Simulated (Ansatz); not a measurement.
C$_{3}$H$_{9}$NSi, SMILES `C/C=N/C[SiH3]`, 14 atoms. The species carries charge 0 and has multiplicity 1. All runs use 4 threads of an Arm Neoverse V2 on a shared host. Correlated methods freeze the cores.

(1) How many basis functions does each run have, and how long does it take in Ansatz? RKS B3LYP-D4/def2-TZVPP energy and forces; RKS CAM-B3LYP-D4/def2-TZVPP energy; RKS PBE0-D4/def2-TZVP relaxation (12 steps); RHF-CCSD(T)/def2-SVP energy; RKS ωB97M-V/def2-TZVPP energy and forces; RHF-MP2/def2-QZVPP energy; RKS ωB97M-V/def2-QZVPP energy; RKS PBE0-D4/def2-TZVP frequencies; RKS ωB97M-V/def2-SVP energy; RKS PBE0-D4/def2-QZVPP energy; direct RPA on PBE orbitals/def2-TZVPP energy; RHF-CCSD(T)/def2-TZVPP energy. (An estimate is asked.)

## Answers

(1) Computed: Other jobs shared the machine, so times are rough.

```
                                level                    job  functions  wall time  peak host memory (GiB)
          RKS CAM-B3LYP-D4/def2-TZVPP                 energy        292      3.7 s                    0.86
                 RKS ωB97M-V/def2-SVP                 energy        119        4 s                    0.52
              RKS B3LYP-D4/def2-TZVPP      energy and forces        292      5.5 s                    0.89
direct RPA on PBE orbitals/def2-TZVPP                 energy        292      6.5 s                    0.78
                 RHF-CCSD(T)/def2-SVP                 energy        119        7 s                    0.67
               RKS PBE0-D4/def2-QZVPP                 energy        568      8.5 s                     2.2
               RKS ωB97M-V/def2-TZVPP      energy and forces        292       12 s                     1.1
               RKS ωB97M-V/def2-QZVPP                 energy        568       21 s                     2.6
                   RHF-MP2/def2-QZVPP                 energy        568       27 s                     4.3
                RKS PBE0-D4/def2-TZVP  relaxation (12 steps)        215       40 s                    0.57
                RKS PBE0-D4/def2-TZVP            frequencies        215    3.2 min                    0.63
               RHF-CCSD(T)/def2-TZVPP                 energy        292    3.9 min                     9.1
```

B3LYP here is the variant with VWN-RPA as its local correlation; programs differ in this.
